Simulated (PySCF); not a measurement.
Isomers of C9H18Ge, from PBE0-D3(BJ)/def2-SVP geometry optimisation, gas phase in PySCF. One conformer each, no zero-point energy, no frequencies.

**Question.** Which isomer lies lowest at this level?
A. `[CH2:1]=[C:2]([CH3:3])[C@H:4]1[CH2:5][CH2:6][Ge@H:7]([CH3:8])[CH2:9][CH2:10]1` with C1–C2–C4–C5 -97°, C2–C4–C5–C6 -165°, C4–C5–C6–Ge7 -56°, C5–C6–Ge7–C8 163°, C6–Ge7–C9–C10 -42°: A = 2394, B = 483.0, C = 444.7 MHz, dipole 0.99 D
B. `[CH3:1][C@@H:2]1[CH2:3][C@H:4]1[C@@H:5]1[CH2:6][CH2:7][CH2:8][CH2:9][GeH2:10]1` with C3–C4–C5–C6 -80°, C1–C2–C3–C4 -110°, C2–C3–C4–C5 -110°, C4–C5–C6–C7 -68°, C5–C6–C7–C8 -66°: A = 1394, B = 677.2, C = 549.3 MHz, dipole 0.65 D
C. `[CH3:1][C@@H:2]1[CH2:3][C@@H:4]1[C@@H:5]1[CH2:6][CH2:7][CH2:8][CH2:9][GeH2:10]1` with C3–C4–C5–C6 -156°, C1–C2–C3–C4 -112°, C2–C3–C4–C5 112°, C4–C5–C6–C7 180°, C5–C6–C7–C8 68°: A = 1569, B = 645.0, C = 497.3 MHz, dipole 0.83 D

**Answer.** A. That is `C=C(C)[C@H]1C[CH2][Ge@H]([CH3])[CH2]C1`, 6.4 kcal/mol below the next.

```json
{"SMILES": "C=C(C)[C@H]1C[CH2][Ge@H]([CH3])[CH2]C1", "mapped SMILES": "[CH2:1]=[C:2]([CH3:3])[C@H:4]1[CH2:5][CH2:6][Ge@H:7]([CH3:8])[CH2:9][CH2:10]1", "E (Eh)": "-2429.61461", "relative (kcal/mol)": "0.0", "relative (kJ/mol)": "0.0", "dipole (D)": "0.99"}
{"SMILES": "C[C@@H]1C[C@H]1[C@@H]1CCC[CH2][GeH2]1", "mapped SMILES": "[CH3:1][C@@H:2]1[CH2:3][C@H:4]1[C@@H:5]1[CH2:6][CH2:7][CH2:8][CH2:9][GeH2:10]1", "E (Eh)": "-2429.60437", "relative (kcal/mol)": "6.4", "relative (kJ/mol)": "26.9", "dipole (D)": "0.65"}
{"SMILES": "C[C@@H]1C[C@@H]1[C@@H]1CCC[CH2][GeH2]1", "mapped SMILES": "[CH3:1][C@@H:2]1[CH2:3][C@@H:4]1[C@@H:5]1[CH2:6][CH2:7][CH2:8][CH2:9][GeH2:10]1", "E (Eh)": "-2429.60379", "relative (kcal/mol)": "6.8", "relative (kJ/mol)": "28.4", "dipole (D)": "0.83"}
```

As drawn, the lowest has a C=C bond outside aromatic rings, which the highest lacks; the highest has a three-membered ring, which the lowest lacks.
